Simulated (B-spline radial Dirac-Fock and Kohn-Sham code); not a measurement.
**Two-hole binding energies of Ce¹¹⁺**

System: the Ce¹¹⁺ ion in the configuration [Kr] 4d10 5s1.

Input of the calculation (task.json; shells as n, l, electrons):

```json
{"items": [{
  "Z": 58,
  "q": 11,
  "cfg": [[1, 0, 2], [2, 0, 2], [2, 1, 6], [3, 0, 2], [3, 1, 6], [3, 2, 10], [4, 0, 2], [4, 1, 6], [4, 2, 10], [5, 0, 1]],
  "A": 140,
  "rrms": 4.8771,
  "do": ["binding", "quiet", "double"]
}]}
```

Launch: `python xray_run.py task.json out`

Level of theory: multi-electron Dirac-Fock with separately optimised hole states, Breit and Lamb-shift corrections added in first order; a radial atomic solver. U is the two-hole binding energy less the two single-hole energies, the effective repulsion of the holes after relaxation. Each two-hole energy is an average over J within one jj subconfiguration.

```
          holes  E(a) (eV)  E(b) (eV)  E(ab) (eV)  U (eV)
   1s⁻¹ 2p3/2⁻¹    40636.2     5917.4     46818.2   264.5
   2s⁻¹ 2p1/2⁻¹     6748.3     6358.6     13270.9   163.9
        2p1/2⁻²     6358.6     6358.6     12931.6   214.4
   2s⁻¹ 3p3/2⁻¹     6748.3     1379.3      8206.6    78.9
   2p1/2⁻¹ 3s⁻¹     6358.6     1632.5      8070.8    79.7
   2s⁻¹ 3d3/2⁻¹     6748.3     1094.9      7929.1    85.9
   2s⁻¹ 3d5/2⁻¹     6748.3     1076.5      7909.4    84.6
2p1/2⁻¹ 3d3/2⁻¹     6358.6     1094.9      7537.8    84.3
2p1/2⁻¹ 3d5/2⁻¹     6358.6     1076.5      7521.6    86.5
2p3/2⁻¹ 3d3/2⁻¹     5917.4     1094.9      7099.7    87.4
3p1/2⁻¹ 3p3/2⁻¹     1467.8     1379.3      2909.2    62.0
        3p3/2⁻²     1379.3     1379.3      2821.0    62.3
        3d5/2⁻²     1076.5     1076.5           ?       ?
        4d3/2⁻²      293.8      293.8       617.3    29.6
```

Question: Give the missing two-hole energy and U.

Answer: E(ab) = 2221.9 eV and U = 69.0 eV.
